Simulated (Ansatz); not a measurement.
Relaxation of AlClFH₃S (7 atoms, charge 0, multiplicity 1), to a largest force component of 0.03 eV/Å in at most 50 steps.

Computed with RKS PBE-D4/def2-SVP (Ansatz 0.2.0).

```xyz
7
Properties=species:S:1:pos:R:3:forces:R:3
Al 0.060 -0.558 -0.470 0.03 -0.31 0.35
Cl -0.099 -0.032 2.908 0.14 -0.78 -0.49
F 1.461 0.330 -0.703 0.01 0.00 -0.01
H -1.353 -0.005 -0.915 0.00 0.01 0.01
S 0.378 -2.656 0.272 -0.11 0.37 -0.02
H -0.962 -2.925 0.235 0.06 0.03 0.00
H 0.149 -1.277 2.459 -0.13 0.68 0.17
```

Where does it end, and by what steps?

It converged. The force dipped under the threshold on the way, but the program's further checks kept it going. After 47 steps the energy has fallen by 0.959 eV; H7 moved furthest, 2.39 Å. Parted: Cl2–H7 (1.35 → 3.90 Å). Joined: Al1–Cl2 (3.42 → 2.14 Å), S5–H7 (2.60 → 1.37 Å).

```tsv
step	energy less start (eV)	largest force component (eV/Å)	accepted
0	0.0000	0.778	yes
2	-0.1815	0.437	yes
4	-0.2471	0.641	yes
6	-0.3142	0.667	yes
8	-0.5822	1.086	yes
10	-0.8735	0.282	yes
12	-0.8989	0.149	yes
14	-0.9223	0.112	yes
16	-0.9263	0.076	yes
18	-0.9272	0.037	yes
20	-0.9279	0.069	yes
22	-0.9285	0.054	yes
24	-0.9288	0.061	yes
26	-0.9290	0.016	yes
28	-0.9293	0.090	yes
30	-0.9302	0.099	yes
32	-0.9312	0.079	yes
34	-0.9312	0.408	no
36	-0.9364	0.043	yes
38	-0.9388	0.395	yes
40	-0.9473	0.093	yes
42	-0.9545	0.192	yes
44	-0.9583	0.048	yes
46	-0.9556	0.164	no
47	-0.9594	0.028	yes
```

```xyz
7
Properties=species:S:1:pos:R:3
Al -0.175 -0.065 0.116
Cl -1.057 0.401 2.010
F 1.515 -0.016 0.106
H -0.963 0.215 -1.229
S -0.221 -2.634 0.395
H -0.577 -2.464 1.703
H 1.111 -2.561 0.685
```

The run took 110 s on 1 thread of Arm Neoverse V2, with other jobs on the host, peak memory 0.14 GiB.
